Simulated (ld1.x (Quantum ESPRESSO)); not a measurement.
## Zn, PAW: configuration errors across variants

```json
{"Element": "zinc", "Generator": "ld1.x (Quantum ESPRESSO) 7.5", "Type": "PAW", "Functional": "PBE", "Relativity": "scalar-relativistic", "Frozen core": "[Ar]", "Valence charge": "12", "Reference configuration": "3d10 4s1.75 4p0.25", "Partial waves": "4s (bound): rcut 1.65, rcutus 2.00 bohr; 4s channel at 1.2 Ry: rcut 1.65, rcutus 2.00 bohr; 4p (bound): rcut 2.55, rcutus 2.90 bohr; 4p channel at 5.05 Ry: rcut 2.55, rcutus 2.90 bohr; 3d (bound): rcut 1.00, rcutus 1.10 bohr; 3d channel at -0.2 Ry: rcut 1.00, rcutus 1.10 bohr", "Local potential": "all-electron potential smoothed inside 2.55 bohr (lloc = -1)", "Core correction": "Bessel-smoothed model core inside 1.00 bohr", "Augmentation charge": "BG, radius 1.15 bohr"}
```

All-electron excitation energies from the reference (eV): (1) 3d10 4s2 4p0 -1.228; (2) 3d10 4s1 4p0 8.660; (3) 3d10 4s0 4p0 27.103; (4) 3d8 4s0 4p0 129.451; (5) 3d9 4s2 4p1 11.016; (6) 3d10 4s0 4p2 9.330; (7) 3d9 4s0 4p0 67.636.

Errors AE − PS in meV (a dash: test not solved or not reliable):

```tsv
change	(1)	(2)	(3)	(4)	(5)	(6)	(7)	bound ghosts
base	0.0	-1.6	-6.7	-1229	-129	-1.4	-195	none
waves 3d (bound): rcut 0.70, rcutus 0.74 bohr; 3d channel at -0.2 Ry: rcut 0.70, rcutus 0.74 bohr	0.0	-2.4	-13	-1120	-139	-1.9	-176	none
waves 3d (bound): rcut 0.86, rcutus 0.92 bohr; 3d channel at -0.2 Ry: rcut 0.86, rcutus 0.92 bohr	0.0	-2.0	-10.0	-1164	-133	-1.4	-184	none
waves 3d (bound): rcut 1.00, rcutus 1.08 bohr; 3d channel at -0.2 Ry: rcut 1.00, rcutus 1.08 bohr	0.0	-1.6	-7.0	-1217	-129	-1.4	-193	none
waves 3d (bound): rcut 1.00, rcutus 1.20 bohr; 3d channel at -0.2 Ry: rcut 1.00, rcutus 1.20 bohr	0.0	-1.4	-5.9	-1266	-127	-1.6	-201	none
waves 3d (bound): rcut 1.00, rcutus 1.32 bohr; 3d channel at -0.2 Ry: rcut 1.00, rcutus 1.32 bohr	0.0	-1.3	-5.9	-1315	-125	-2.1	-209	none
waves 3d (bound): rcut 1.00, rcutus 1.40 bohr; 3d channel at -0.2 Ry: rcut 1.00, rcutus 1.40 bohr	0.0	-1.4	-6.7	-1330	-122	-2.5	-212	none
waves 3d (bound): rcut 1.00, rcutus 1.54 bohr; 3d channel at -0.2 Ry: rcut 1.00, rcutus 1.54 bohr	0.0	-1.5	-8.3	-1317	-116	-2.8	-209	none
waves 3d (bound): rcut 1.00, rcutus 1.62 bohr; 3d channel at -0.2 Ry: rcut 1.00, rcutus 1.62 bohr	0.0	-1.7	-9.5	-1304	-109	-2.9	-207	none
```

(1) Give the same row for: waves 3d (bound): rcut 0.78, rcutus 0.82 bohr; 3d channel at -0.2 Ry: rcut 0.78, rcutus 0.82 bohr.

Answers

(1) 0.0, -2.3, -12, -1135, -137, -1.7, -179; bound ghosts: none.
